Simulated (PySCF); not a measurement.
Work out the structure from these simulated measurements.

Elements present: C, H, O and S. Monoisotopic mass: 116.0296 u.

- 13C NMR: chemical shifts (computed TMS as zero) by class: 149.5 (1 C), 148.0 (1 C), 60.1 (1 C), 45.0 (1 C), 12.3 (1 C) ppm [GIAO PBE0/pcSseg-1]
- UV, first state: lowest singlet excitation: 4.46 eV (278 nm, f = 0.001) [TDDFT PBE0/def2-SVPD]
- Rotational structure: rotational constants A, B, C: 2.887, 2.711, 1.657 GHz [GFN2-xTB]
- UV, strongest line: among the 6 lowest singlet transitions: S6 at 6.66 eV (186 nm, f = 0.126) [TDDFT PBE0/def2-SVPD]
- 1H NMR: chemical shifts (computed TMS as zero) by class: 6.91 (1 H), 6.83 (1 H), 2.92 (1 H), 2.78 (1 H), 2.45 (1 H), 1.45 (3 H) ppm [GIAO PBE0/pcSseg-1]
- Polarisability: 79.6 au [PBE0/def2-SVPD]
- NMR, other nuclei: isotropic shieldings of nuclei other than C and H, by class: 267 (1 O), 130 (1 S) ppm [GIAO PBE0/pcSseg-1]

The electronic properties come from PySCF, for the isolated species, density fitting. Levels stand in brackets. The structure is a single GFN2-xTB conformer in the gas phase; no vibrational or solvent corrections. NMR classes are plain means over equivalent atoms (diastereotopic ones count apart unless rotation or inversion swaps them), as if these changed places fast.

Task: Which formula fits the mass and the elements?

Result: C5H8OS (calculated 116.0296). No other formula that holds each of these elements comes within 0.0003 u with a fitting electron parity and a possible valence count.

Task: Give a SMILES that accounts for the data.

Result: Numbering: `[CH3:1][C@@H:2]1[CH2:3][CH:4]=[CH:5][S@@:6]1=[O:7]`. 5 carbons fall into 5 classes; from least to most shielded: alkene CH carbon [C4] (149.5 ppm), alkene CH carbon [C5] (148.0 ppm), ring sp3 carbon bound to sulfur [C2] (60.1 ppm), allylic carbon [C3] (45.0 ppm), methyl carbon [C1] (12.3 ppm). Hydrogen classes from least to most shielded: 1 H on an alkene CH carbon, C5 (6.91 ppm), 1 H on an alkene CH carbon, C4 (6.83 ppm), 1 H on an allylic carbon, C3 (2.92 ppm), 1 H on an allylic carbon, C3 (2.78 ppm), 1 H on an sp3 carbon bound to sulfur, C2 (2.45 ppm), 3 H on a methyl carbon, C1 (1.45 ppm, a mean of values up to 0.7 ppm apart in this geometry). The other shieldings belong to: 267 ppm, sulfinyl oxygen [O7]; 130 ppm, sulfinyl sulfur [S6]. S1 is mainly HOMO→LUMO (weight 0.99); the largest Löwdin shares of the orbital it empties are 0.51 on the sulfinyl oxygen, 0.31 on the sulfinyl sulfur, 0.07 on the sp3 carbon bound to sulfur and 0.05 on an alkene CH carbon, of the orbital it fills 0.32 on an alkene CH carbon, 0.27 on an alkene CH carbon, 0.15 on the sulfinyl sulfur and 0.05 on the allylic carbon. The optimised geometry has point group C1 and is an asymmetric top. Structure: `C[C@@H]1CC=C[S@@]1=O`. Computed isomers that give other values at the same levels: `C=CCOC(C)=S` (13C chemical shifts (computed TMS as zero) by class: 229.1 (1 C), 142.7 (1 C), 124.6 (1 C), 79.2 (1 C), 35.9 (1 C) ppm); `CC1=C[S@](=O)CC1` (13C chemical shifts (computed TMS as zero) by class: 160.4 (1 C), 142.5 (1 C), 58.1 (1 C), 40.6 (1 C), 20.9 (1 C) ppm); `O=[S@]1C=CCCC1` (13C chemical shifts (computed TMS as zero) by class: 150.6 (1 C), 137.6 (1 C), 56.9 (1 C), 31.4 (1 C), 20.9 (1 C) ppm). The assignments are read from this structure; whether some other isomer fits the data as well wasn't checked. The mirror image fits equally.
